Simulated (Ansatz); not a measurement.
Start from `CO[SiH2][O][GeH3]` and change one atom or group to get `[SiH3][O][GeH3]`.

Ansatz, PBE0-D4/def2-TZVP geometries, multiplicity 1. Each molecule was computed in one conformer, which needn't be the lowest.

Scalar relativity is left out up to krypton.

```csv
property,`CO[SiH2][O][GeH3]`
HOMO–LUMO gap (B3LYP/def2-TZVPP) / eV,7.70
LUMO energy (ωB97M-V/def2-TZVPP) / eV,1.89
HOMO–LUMO gap (PBE/def2-TZVPP) / eV,5.76
size of the dipole moment (ωB97M-V/def2-TZVPP) / D,1.34
HOMO–LUMO gap (ωB97M-V/def2-TZVPP) / eV,12.23
HOMO energy (PBE0/def2-TZVPP) / eV,-8.01
```

(1) Give the same properties after the change, and the shifts. (Estimate.)

Results:

(1) Ansatz gave: 
```json
{"property": "HOMO–LUMO gap (B3LYP/def2-TZVPP) / eV", "`[SiH3][O][GeH3]`": "7.77", "shift": "0.07"}
{"property": "LUMO energy (ωB97M-V/def2-TZVPP) / eV", "`[SiH3][O][GeH3]`": "1.50", "shift": "-0.39"}
{"property": "HOMO–LUMO gap (PBE/def2-TZVPP) / eV", "`[SiH3][O][GeH3]`": "5.89", "shift": "0.13"}
{"property": "size of the dipole moment (ωB97M-V/def2-TZVPP) / D", "`[SiH3][O][GeH3]`": "1.30", "shift": "-0.04"}
{"property": "HOMO–LUMO gap (ωB97M-V/def2-TZVPP) / eV", "`[SiH3][O][GeH3]`": "12.27", "shift": "0.04"}
{"property": "HOMO energy (PBE0/def2-TZVPP) / eV", "`[SiH3][O][GeH3]`": "-8.46", "shift": "-0.45"}
```

With PBE0 the HOMO falls by 0.45 eV and the LUMO falls by 0.38 eV, so the gap widens by about 0.07 eV. PBE moves the HOMO by -0.48 eV and ωB97M-V by -0.43 eV. Dipoles are sizes alone; their direction can turn.

B3LYP here is the variant with VWN-RPA as its local correlation; programs differ in this.
